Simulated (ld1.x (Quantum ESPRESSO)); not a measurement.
**Which change was made? (In, PAW)**

In, PAW, made with ld1.x (Quantum ESPRESSO) 7.5 (PBE, scalar-relativistic). Core [Kr], reference 4d10 5s2 5p0.75 (charge +0.25). Waves: 5s (bound): rcut 2.15, rcutus 2.60 bohr; 5s channel at 0.05 Ry: rcut 2.15, rcutus 2.60 bohr; 5p (bound): rcut 1.70, rcutus 2.15 bohr; 5p channel at 1.75 Ry: rcut 1.70, rcutus 2.15 bohr; 4d (bound): rcut 0.75, rcutus 1.00 bohr; 4d channel at -1.1 Ry: rcut 0.75, rcutus 1.00 bohr. Local part: all-electron potential smoothed inside 0.75 bohr (lloc = -2). Core correction: Bessel-smoothed model core, default radius (core density twice the valence density). Augmentation charge: PSQ, inside the norm-conserving radii.

Cutoffs, loose and tight: the cutoffs (Ry, on a coarse ladder) from which the occupation-weighted sum of valence levels, in a spherical-Bessel basis at the reference potential, stays within 10 and 1 mRy of its value at 400 Ry. They do not see the model core or the augmentation charge, which bear on the density cutoff. Test errors are all-electron minus pseudo excitation energies from the reference, over the configurations 4d10 5s2 5p1; 4d10 5s2 5p0; 4d10 5s1 5p0; 4d10 5s0 5p0; 4d10 5s2 5p1.3; 4d9 5s2 5p1; 4d9 5s2 5p2; variants that change the core or the reference have their own tests.

The base gives: outcome: generated, overlap not positive; bound ghosts: p (s not tested, overlap not positive); largest test error (meV): -58.

(1) After one change the result is: outcome: generated, overlap not positive; bound ghosts: p (s not tested, overlap not positive); largest test error (meV): +19. Which change was it?
A. waves 5s (bound): rcut 2.15, rcutus 2.36 bohr; 5s channel at 0.05 Ry: rcut 2.15, rcutus 2.36 bohr
B. waves 5s (bound): rcut 2.15, rcutus 3.50 bohr; 5s channel at 0.05 Ry: rcut 2.15, rcutus 3.50 bohr
C. waves 5s (bound): rcut 2.15, rcutus 3.06 bohr; 5s channel at 0.05 Ry: rcut 2.15, rcutus 3.06 bohr
D. waves 5s (bound): rcut 1.92, rcutus 2.04 bohr; 5s channel at 0.05 Ry: rcut 1.92, rcutus 2.04 bohr

## Answers

(1) B. The others give: waves 5s (bound): rcut 2.15, rcutus 2.36 bohr; 5s channel at 0.05 Ry: rcut 2.15, rcutus 2.36 bohr → outcome: generated, overlap not positive; bound ghosts: p (s not tested, overlap not positive); largest test error (meV): -77 | waves 5s (bound): rcut 1.92, rcutus 2.04 bohr; 5s channel at 0.05 Ry: rcut 1.92, rcutus 2.04 bohr → outcome: generated; cutoff, loose: 110 Ry; cutoff, tight: 200 Ry; bound ghosts: s, p; largest test error (meV): -93 | waves 5s (bound): rcut 2.15, rcutus 3.06 bohr; 5s channel at 0.05 Ry: rcut 2.15, rcutus 3.06 bohr → outcome: generated, overlap not positive; bound ghosts: p (s not tested, overlap not positive); largest test error (meV): +13. A file whose overlap is not positive is unfit for use, and its test errors describe a broken file.
